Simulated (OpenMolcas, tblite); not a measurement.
How methods differ on SnSiH6O (SMILES [SiH3][O][SnH3])

SnSiH6O has 9 atoms, charge 0, and is taken as a singlet. SMILES: `[SiH3][O][SnH3]`. The coordinates come from a PBE0-D4/def2-TZVP relaxation.

Each level gives the vertical energy of the triplet above the singlet (eV). The values are calculated.

| level | kind | program | value (eV) |
| --- | --- | --- | --- |
| IPEA1-xTB | semi-empirical | tblite | 5.28 |
| HF/def2-SVP (core potential) | Hartree–Fock | OpenMolcas | 6.20 |
| SVWN5/def2-SVP (core potential) | LDA | OpenMolcas | 5.36 |
| BLYP/def2-SVP (core potential) | GGA | OpenMolcas | 5.52 |
| revPBE/def2-SVP (core potential) | GGA | OpenMolcas | 5.52 |
| TPSS/def2-SVP (core potential) | meta-GGA | OpenMolcas | 5.69 |
| BHLYP/def2-SVP (core potential) | global hybrid | OpenMolcas | 6.29 |

Spin-orbit coupling, which can split open shells on such heavy atoms by tenths of an eV, is left out. The values span 5.28 to 6.29 eV. A triplet this far above the singlet is often a Rydberg-like or dissociative state; sets without diffuse functions put Rydberg states too high.
